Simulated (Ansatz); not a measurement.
Consider the ligand exchange at a B–Cl bond: `[SiH3]OB(Cl)O[SiH3]` + NH₃ → `NB(O[SiH3])O[SiH3]` + HCl.

Program: Ansatz. Geometries: PBE0-D4/def2-TZVP. ΔE: electronic, gas phase. CCSD(T)/CBS is the MP2 limit (def2-TZVPP, def2-QZVPP) plus CCSD(T) − MP2 in def2-TZVPP, frozen cores. This one scheme is used for every species. DFT in def2-TZVPP. HSE06 is defined as in plane-wave codes. Each species was taken in one conformer, which may not be the lowest.

```csv
level,ΔE (kcal/mol)
PBE0-D4,-2.6
HSE06-D4,-2.5
BHLYP,-4.3
LC-ωPBE,-3.6
HF/def2-TZVPP,-4.6
MP2/def2-TZVPP,-1.9
CCSD(T)/def2-TZVPP,-3.0
MP2/def2-QZVPP,-1.7
```

What does CCSD(T)/CBS give? (Estimate.)

Computed: -2.5 kcal/mol. The listed levels differ from it by -0.1, 0.0, -1.8, -1.1, -2.1, 0.6, -0.5, 0.8 kcal/mol.

Largest T1 diagnostic among the species: 0.012.

In def2-TZVPP, CCSD(T) changes the Hartree–Fock value by +1.6 kcal/mol (the triples alone add +0.6 kcal/mol) and MP2 by +2.6 kcal/mol. From BLYP to BHLYP (50 % exact exchange), in def2-TZVPP and without D4, ΔE moves by −1.6 kcal/mol. Leaving LDA and LC-ωPBE aside and taking each functional with its dispersion term where it has one, the values, not all of them listed here, spread over 2.9 kcal/mol, from CAM-B3LYP-D4 to revPBE-D4. LDA lies −2.3 kcal/mol from PBE without D4.

CCSD(T)/CBS has its own doubt, a few kJ/mol and more with outer-core shells, so smaller differences from it don't rank the levels.
